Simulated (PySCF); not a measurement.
Isomers of C8H20AlN. Level of theory: PBE0-D3(BJ)/def2-SVP geometry optimisation, gas phase in PySCF. Energies are electronic, without zero-point or thermal terms, for one conformer each. No frequencies were run at this level. Point groups hold within 0.08 Å.

Task: Rank from lowest to highest electronic energy at this level (kcal/mol).
A. `[CH3:1][CH:2]([CH3:3])[C@@H:4]1[CH2:5][CH2:6][AlH2-:7][N+:8]1([CH3:9])[CH3:10]` with C1–C2–C4–C5 -89°, C2–C4–C5–C6 173°, C4–C5–C6–Al7 36°, C5–C6–Al7–N8 -9°, C6–Al7–N8–C9 103°
B. `[CH3:1][CH:2]([CH3:3])[Al@@H-:4]1[CH2:5][CH2:6][CH2:7][N+:8]1([CH3:9])[CH3:10]` with C1–C2–Al4–C5 -71°, C2–Al4–C5–C6 -111°, Al4–C5–C6–C7 -26°, C5–C6–C7–N8 51°, C6–C7–N8–C9 -166°
C. `[CH3:1][CH2:2][CH2:3][C@@H:4]1[CH2:5][CH2:6][AlH2-:7][N+:8]1([CH3:9])[CH3:10]` with C1–C2–C3–C4 -179°, C2–C3–C4–C5 -74°, C3–C4–C5–C6 178°, C4–C5–C6–Al7 35°, C5–C6–Al7–N8 -8°, C6–Al7–N8–C9 101°

Result: B (0.0), C (1.6), A (3.3).

Neighbours under 2.5 kcal/mol apart (C[CH](C)[Al@@H-]1[CH2]CC[N+]1(C)C and CCC[C@@H]1C[CH2][AlH2-][N+]1(C)C; CCC[C@@H]1C[CH2][AlH2-][N+]1(C)C and CC(C)[C@@H]1C[CH2][AlH2-][N+]1(C)C) can change places with a better method, another conformer or zero-point energy.

| SMILES | E (Eh) | E rel (kcal/mol) | dipole (D) | point group | A, B, C (MHz) |
| --- | --- | --- | --- | --- | --- |
| C[CH](C)[Al@@H-]1[CH2]CC[N+]1(C)C | -613.20634 | 0.0 | 4.48 | C1 | 1535, 835.3, 647.5 |
| CCC[C@@H]1C[CH2][AlH2-][N+]1(C)C | -613.20383 | 1.6 | 4.89 | C1 | 1810, 669.4, 567.6 |
| CC(C)[C@@H]1C[CH2][AlH2-][N+]1(C)C | -613.20111 | 3.3 | 4.82 | C1 | 1585, 841.8, 730.5 |

Task: How do the relative energies change in single points at PBE0/pcSseg-1 (no added dispersion term) on the same geometries?

Result: 
| SMILES | PBE0-D3(BJ)/def2-SVP (kcal/mol) | PBE0/pcSseg-1 (kcal/mol) | shift |
| --- | --- | --- | --- |
| C[CH](C)[Al@@H-]1[CH2]CC[N+]1(C)C | 0.0 | 0.0 | 0.0 |
| CCC[C@@H]1C[CH2][AlH2-][N+]1(C)C | 1.6 | 2.2 | +0.6 |
| CC(C)[C@@H]1C[CH2][AlH2-][N+]1(C)C | 3.3 | 4.5 | +1.2 |

Each column counts from its own lowest isomer. The order is unchanged; the largest shift is 1.2 kcal/mol.

Task: As an exercise, what shares would exp(−E/RT) give at 1000 K from these electronic energies alone (no entropy, no degeneracies)?

Result: RT = 1.987 kcal/mol: C[CH](C)[Al@@H-]1[CH2]CC[N+]1(C)C 60.8 %, CCC[C@@H]1C[CH2][AlH2-][N+]1(C)C 27.6 %, CC(C)[C@@H]1C[CH2][AlH2-][N+]1(C)C 11.7 %.
